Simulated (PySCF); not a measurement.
# Rh (rhodium, neutral) across methods

[Kr] 4d7 5s2, high-spin 4F determinant (an excited configuration). Calculation: PySCF 2.14, in ANO-RCC-VTZP (7s6p4d2f1g, 68 functions); scalar relativity by spin-free X2C-1e.

| method | E (hartree) | mean ε 4d β (eV) | mean ε 5s α (eV) | mean ε 5s β (eV) | Σ⟨r²⟩ (bohr²) | ⟨S²⟩ |
| --- | --- | --- | --- | --- | --- | --- |
| r2SCAN | -4783.40 | -8.315 | -5.841 | -5.133 | 55.67 | 3.761 |
| UHF | -4780.99574 | -14.085 | -7.635 | -6.592 | 57.86 | 3.766 |
| BP86 | -4783.99 | -8.188 | -5.861 | -5.187 | 55.57 | 3.755 |
| wB97X-V | -4783.12 | -12.216 | -8.099 | -7.536 | 55.78 | 3.754 |
| PBE | -4783.01 | -8.021 | -5.677 | -4.979 | 55.71 | 3.756 |
| r2SCAN0 | -4783.38 | -9.931 | -6.484 | -5.746 | 55.74 | 3.760 |
| PBE0 | -4783.08 | -9.714 | -6.330 | -5.594 | 55.75 | 3.757 |
| LDA | -4778.20 | -8.062 | -5.946 | -5.296 | 55.43 | 3.754 |
